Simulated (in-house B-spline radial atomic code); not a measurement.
**Ionising V+ with different functionals**

Computed with an all-electron radial atomic-structure program (B-spline basis): non-relativistic Hamiltonian, point nucleus, spin-polarised at highest spin, spherical fractional occupations for the functionals, the average over the highest-spin determinants for Hartree-Fock. The ionisation energy is the difference of two self-consistent energies, [Ar] 3d4 → [Ar] 3d3, without Breit or QED terms; ε is the level of the shell that loses the electron (its least bound occupied spin orbital).

Hybrids are left out here: with spherical fractional occupations of an open shell their exact exchange keeps a self-interaction that integer-occupation calculations don't have.

| method | rung | ΔSCF (eV) | -ε(3d) (eV) |
| --- | --- | --- | --- |
| Hartree-Fock | Hartree-Fock | 13.91 | 15.90 |
| LDA VWN5 | LDA | 16.11 | 10.11 |
| LDA PW92 | LDA | 16.10 | 10.11 |
| LDA exchange-only | LDA | 15.07 | 9.26 |
| PBE | GGA | 15.91 | 9.92 |
| PBEsol | GGA | 15.89 | 9.90 |
| BLYP | GGA | 15.76 | 9.76 |
| RPBE | GGA | 15.82 | 9.83 |
| PW91 | GGA | 15.98 | 9.99 |
| BP86 | GGA | 15.95 | 9.99 |
| AM05 | GGA | 15.87 | 9.89 |
| OLYP | GGA | 15.79 | 9.69 |
| TPSS | meta-GGA | 15.73 | 9.73 |
| SCAN | meta-GGA | 15.90 | 9.92 |
| r2SCAN | meta-GGA | 15.90 | 9.90 |
| M06-L | meta-GGA | 15.28 | 9.25 |
| revTPSS | meta-GGA | 15.65 | 9.68 |

Question: How do they compare with the NIST value?

Answer: NIST lists 14.63 eV ± 0.007 (measured, ground level to ground level). Errors run from -0.73 to +1.47 eV; M06-L is closest (+0.65 eV), but part of that can be cancellation, since the calculations leave out relativity, Breit-QED terms, multiplet and fine-structure energies. Hartree-Fock also lacks correlation.
